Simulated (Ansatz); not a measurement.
`OC1=NC1` and `[TeH]C1=NC1` differ in one atom or group.

Ansatz, PBE0-D4/def2-TZVP geometries, multiplicity 1. Each molecule was computed in one conformer, which needn't be the lowest.

Elements past krypton have def2 core potentials.

```csv
property,`OC1=NC1`
HOMO energy (ωB97M-V/def2-TZVPP) / eV,-10.22
LUMO energy (PBE/def2-TZVPP) / eV,-0.47
HOMO–LUMO gap (ωB97M-V/def2-TZVPP) / eV,12.23
HOMO–LUMO gap (PBE/def2-TZVPP) / eV,6.14
LUMO energy (B3LYP/def2-TZVPP) / eV,0.08
HOMO energy (PBE/def2-TZVPP) / eV,-6.60
```

(1) What does the change do to each property? (Best estimate.)

## Answers

(1) The calculation gave: 
| property | `[TeH]C1=NC1` | shift |
| --- | --- | --- |
| HOMO energy (ωB97M-V/def2-TZVPP) / eV | -8.94 | 1.28 |
| LUMO energy (PBE/def2-TZVPP) / eV | -2.08 | -1.61 |
| HOMO–LUMO gap (ωB97M-V/def2-TZVPP) / eV | 9.52 | -2.71 |
| HOMO–LUMO gap (PBE/def2-TZVPP) / eV | 3.78 | -2.36 |
| LUMO energy (B3LYP/def2-TZVPP) / eV | -1.51 | -1.59 |
| HOMO energy (PBE/def2-TZVPP) / eV | -5.86 | 0.74 |

With PBE0 the HOMO rises by 1.05 eV and the LUMO falls by 1.75 eV, so the gap narrows by about 2.80 eV. PBE moves the HOMO by 0.74 eV and ωB97M-V by 1.28 eV.

B3LYP here is the variant with VWN-RPA as its local correlation; programs differ in this.

Spin–orbit coupling is left out; it splits and shifts lone-pair levels of the heavy atoms by tenths of an eV.
